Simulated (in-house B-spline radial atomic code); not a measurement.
# Ionising Os4+ with different functionals

Computed with a radial B-spline atomic code at the basis-set limit: four-component Dirac-Coulomb Hamiltonian, Fermi nucleus of rms radius 5.4126 fm, spin-restricted, spherical fractional occupations for the functionals, and exact exchange of hybrids averaged over the configuration. The ionisation energy is the difference of two self-consistent energies, [Xe] 4f14 5d4 → [Xe] 4f14 5d3, without Breit or QED terms; ε is the level of the shell that loses the electron (mean over j). The electron is taken from both j subshells in proportion to 2j + 1, so the result is a j average, not the step between ground levels.

| method | rung | ΔSCF (eV) | -ε(5d) (eV) |
| --- | --- | --- | --- |
| PBE0 | global hybrid | 55.08 | 50.02 |
| B97-1 | global hybrid | ? | ? |
| wB97X | range-separated hybrid | 54.82 | 52.44 |
| LC-wPBE | range-separated hybrid | ? | ? |

(1) What does B97-1 give?

(2) What does LC-wPBE give?

(3) Among the functionals, which spreads more, the ΔSCF values or the orbital energies?

(4) How do they compare with the NIST value?

Results:

(1) ΔSCF 55.04 eV, and -ε(5d) = 49.67 eV.

(2) ΔSCF 55.01 eV, and -ε(5d) = 52.88 eV.

(3) The orbital energies: ΔSCF values span about 0.26 eV and the orbital energies 3.21 eV; here energy differences depend much less on the functional than eigenvalues do.

(4) NIST lists 55 eV ± 1.9 (tabulated theory, ground level to ground level). Errors run from -0.18 to +0.08 eV; all lie within about twice that uncertainty, so the table can't rank the methods.
